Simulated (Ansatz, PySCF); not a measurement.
Species: CH2I, charge 0, multiplicity 2. It need not be the lowest isomer of its formula. SMILES: [CH2]I
Geometry from a B3LYP-D3(BJ)/def2-TZVP (Ansatz, an electronic-structure program) optimisation:
```xyz
4

C     -1.3014    -1.1848     0.0432
I      0.2107     0.1918    -0.0070
H     -1.6801    -1.4924     1.0033
H     -1.6775    -1.5644    -0.8918
```
Charge 0, spin multiplicity 2.

Wanted: vertical ionisation energy (to the singlet state of charge +1; each state is the SCF solution reached for its spin; for the singlet the Hartree-Fock reference is unstable and T1 is 0.048), in eV. Correlated levels leave the core frozen unless marked. Open shells are spin-unrestricted. Spin-orbit coupling is left out. The frozen core is the preceding noble-gas configuration, with the filled d and f shells of earlier blocks. Past Kr the def2 sets carry scalar-relativistic core potentials. Basis-set limits of correlation are two-point, X^-3; Hartree-Fock from the larger set. [CCSD(T)-MP2]/basis is that difference in the basis named.

```
level                                                          program  vertical ionisation energy (eV)  minus last row
-------------------------------------------------------------  -------  -------------------------------  --------------
PBE/def2-TZVPD                                                  Ansatz                             8.31           -0.11
B3LYP/def2-TZVPD                                                Ansatz                             8.47            0.05
M06-2X/def2-TZVPD                                                PySCF                             8.60            0.18
CAM-B3LYP/def2-TZVPD                                            Ansatz                             8.63            0.21
wB97X-V/def2-TZVPD                                              Ansatz                             8.56            0.14
SCS-MP2/def2-QZVPPD                                             Ansatz                             8.35           -0.07
CCSD(T)/def2-TZVPPD                                             Ansatz                             8.25           -0.17
CCSD(T)/def2-QZVPPD                                             Ansatz                             8.34           -0.08
RI-MP2/CBS(def2-TZVPPD,def2-QZVPPD)+[CCSD(T)-MP2]/def2-TZVPPD   Ansatz                             8.35           -0.07
CCSD(T)/CBS(def2-TZVPPD,def2-QZVPPD)                            Ansatz                             8.42            0.00
```

For comparison, minus the highest occupied orbital energy (PySCF): 7.26 eV at M06-2X/def2-TZVPD, 6.23 eV at PW6B95/def2-TZVPD, 5.62 eV at TPSSh/def2-TZVPD.
